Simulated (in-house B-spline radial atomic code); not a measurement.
A fraction x of an electron is removed from 3p in the manganese ion Mn⁵⁺, starting from [Ar] 3d2 and keeping the highest spin. Level of theory: non-relativistic M06-L, spin-polarised, spherical fractional occupations, point nucleus; calculated with a B-spline radial code for spherical atoms.

```csv
x,E(x) - E(0) (eV),3p down level (eV)
0,0.0000,-132.252
0.01,1.3236,-132.477
0.24,32.3893,-137.664
0.35,47.6691,-140.152
0.5,68.9468,-143.552
0.52,?,?
0.65,90.7349,-146.958
0.81,?,?
0.98,140.4684,-154.458
1,143.5621,-154.913
```

What belongs in the row x = 0.52?

An energy change of 71.8224 eV; 3p down at -144.006 eV.

What belongs in the row x = 0.81?

An energy change of 114.5390 eV; 3p down at -150.594 eV.

Check Janak's theorem between x = 0.01 and 0.24.

The slope of the energy is 135.07 eV; the orbital levels give 135.07 eV (-ε of the emptying orbital, averaged over the two points).
